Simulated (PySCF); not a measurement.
Vibration and rotation of CsH

RHF-CCSD(T) constants of CsH, ¹Σ⁺ (singlet), closed shell (basis Cs def2-TZVPP with ECP46, H def2-TZVPP; scalar-relativistic core potentials; PySCF 2.14; masses 132.9054 and 1.0078 u):

- ωe: 872.7 cm⁻¹
- ωexe: 14.6 cm⁻¹
- Be: 2.6868 cm⁻¹
- αe: 0.0710 cm⁻¹
- De to Cs + H: 1.66 eV

(1) What force constant and bond length do these constants imply?

(2) Estimate the centrifugal constant D from the Kratzer relation and find the Dunham coefficient a1.

Correlated steps freeze no core orbitals. Spin–orbit coupling is left out. Where the molecule has an RHF reference, its open-shell atoms are computed with UHF.

## Answers

(1) Reduced mass μred = 1.0002 u; k = 5.8918×10⁻⁷·μred·ωe² (u, cm⁻¹, mdyn/Å) = 0.449 mdyn/Å; Re = √(16.8576/(μred·Be)) (u, cm⁻¹, Å) = 2.505 Å.

(2) D = 4Be³/ωe² = 0.000102 cm⁻¹; a1 = −1 − αeωe/(6Be²) = -2.43.
